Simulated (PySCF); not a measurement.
H8Ge3, SMILES [GeH2]([GeH3])[GeH3], singlet (PBE0/def2-SVP optimised geometry):

```
11

Ge    -1.163     1.468     0.000
Ge    -0.271    -0.789     0.000
Ge     2.155    -0.789     0.000
H     -2.703     1.449     0.004
H     -0.676     2.228     1.248
H     -0.682     2.226    -1.252
H     -0.784    -1.542    -1.246
H     -0.784    -1.542     1.246
H      2.684    -0.058     1.249
H      2.684    -0.063    -1.252
H      2.703    -2.228     0.003
```

Calculation: PBE0/def2-TZVP (PySCF).

Problem. What are the frontier orbital energies and the dipole moment?

Solution. HOMO-2 -9.24 eV, HOMO-1 -8.49 eV, HOMO -7.84 eV, LUMO -0.08 eV, LUMO+1 0.37 eV; dipole moment 0.04 D.

Meta-Löwdin charges at PBE0/def2-TZVP: Ge1 0.13, Ge2 0.06, Ge3 0.13, H4 -0.04, H5 -0.04, H6 -0.04, H7 -0.04, H8 -0.04, H9 -0.04, H10 -0.04, H11 -0.04.
